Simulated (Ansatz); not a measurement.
The cluster Si6N8. The state is a triplet with charge 0. Geometry r2SCAN-D4/def2-SVP, that of the neutral singlet; atoms count from 1.

```xyz
14

Si   -1.705    0.627   -3.544
Si    1.983   -2.962    1.182
Si    2.794    2.346    2.906
Si    1.162    0.029    1.304
Si   -3.858    0.665   -1.898
Si   -1.228    0.485   -0.731
N     2.087   -4.537    0.914
N     2.000   -1.373    1.534
N    -0.221    0.380    0.557
N    -3.401    0.705   -3.537
N     1.543    1.111    2.714
N     2.358    1.406    1.481
N    -0.618    0.533   -2.308
N    -2.894    0.585   -0.574
```

The charge 0 triplet is spin-contaminated (final ⟨S²⟩ up to 2.61, 2.00 for a pure state). The structure comes from a short search, and lower isomers may exist.

**Question.** Estimate the Mulliken populations from the PBE0/def2-SVP orbitals of Ansatz.

**Answer.** 
```tsv
atom	charge (e)	spin (α − β)
Si1	0.44	0.60
Si2	0.68	-0.05
Si3	0.55	-0.13
Si4	0.74	-0.04
Si5	0.45	-0.57
Si6	0.66	0.00
N7	-0.28	0.85
N8	-0.51	0.14
N9	-0.51	0.03
N10	-0.51	-0.01
N11	-0.31	0.58
N12	-0.31	0.57
N13	-0.56	0.05
N14	-0.54	-0.03
```
Mulliken values and Mayer orders depend strongly on the basis.

**Question.** Where does the spin sit?

**Answer.** Summed by element: Si -0.19, N 2.19, of 2 unpaired in all. Largest on single atoms: N7 0.85, Si1 0.60, N11 0.58.

**Question.** And the Mayer bond orders between bonded heavy atoms (over 0.3)?

**Answer.** Si1–N10 1.39 (1.70 Å); Si1–N13 1.55 (1.65 Å); Si2–N7 2.04 (1.60 Å); Si2–N8 1.71 (1.63 Å); Si3–N11 0.98 (1.77 Å); Si3–N12 1.00 (1.76 Å); Si4–N8 1.20 (1.65 Å); Si4–N9 1.65 (1.61 Å); Si4–N11 0.65 (1.82 Å); Si4–N12 0.63 (1.83 Å); Si5–N10 1.38 (1.70 Å); Si5–N14 1.56 (1.64 Å); Si6–N9 1.35 (1.64 Å); Si6–N13 1.30 (1.69 Å); Si6–N14 1.32 (1.68 Å); N11–N12 0.97 (1.51 Å). Values over 0.3 also appear between atoms too far apart for a bond (Si1–Si5 0.31 at 2.71 Å); they arise where an orbital or an unpaired electron spreads over both atoms.
